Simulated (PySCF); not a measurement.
[ZrF6]2- (charge -2 and singlet state).
Structure used (PBE0-D3(BJ)/def2-SVP), in Å, numbered top down from 1:
```xyz
7
ZrF6 angstrom
Zr     0.0001    0.0000    0.0001
F     -0.0232   -0.0120    2.0219
F      0.0230    0.0119   -2.0217
F      2.0219    0.0067    0.0221
F     -2.0217   -0.0067   -0.0223
F     -0.0068    2.0219    0.0120
F      0.0067   -2.0218   -0.0121
```

Method used: PBE0-D3(BJ)/def2-SVP geometry optimisation, gas phase, def2 core potentials past Kr in PySCF 2.14.0.

(1) Which atoms are bound to Zr1, and at what distances?

(2) List the angles at Zr1.

(3) What is the shape at Zr1?

(4) What are the rotational constants (commonest isotopes, rigid rotor)?

Answers

(1) 6 atoms: F7 2.022 Å, F6 2.022 Å, F5 2.022 Å, F4 2.022 Å, F3 2.022 Å, F2 2.022 Å.

(2) 
| angle | degrees | distance of the outer atoms (Å) |
| --- | --- | --- |
| F2–Zr1–F3 | 180.0 | 4.04 |
| F6–Zr1–F7 | 180.0 | 4.04 |
| F4–Zr1–F5 | 180.0 | 4.04 |
| F2–Zr1–F4 | 90.0 | 2.86 |
| F3–Zr1–F5 | 90.0 | 2.86 |
| F2–Zr1–F7 | 90.0 | 2.86 |
| F4–Zr1–F7 | 90.0 | 2.86 |
| F4–Zr1–F6 | 90.0 | 2.86 |
| F3–Zr1–F6 | 90.0 | 2.86 |
| F2–Zr1–F6 | 90.0 | 2.86 |
| F5–Zr1–F6 | 90.0 | 2.86 |
| F5–Zr1–F7 | 90.0 | 2.86 |
| F3–Zr1–F7 | 90.0 | 2.86 |
| F2–Zr1–F5 | 90.0 | 2.86 |
| F3–Zr1–F4 | 90.0 | 2.86 |

(3) Octahedral: the three widest angles are 180.0°, 180.0° and 180.0°, the others run from 90.0° to 90.0°.

(4) A = 1627, B = 1627, C = 1626 MHz: a spherical top.

Point group: Oh (tolerance 0.08 Å). Charge -2, singlet. Whether so highly charged an anion holds all its electrons in the gas phase wasn't checked; a finite basis holds them in any case. The ion is multiply charged and computed without counter-ions or solvent. The geometry's basis has no diffuse functions, a weakness for an anion. PBE0-D3(BJ)/def2-SVP frequencies: not computed here.
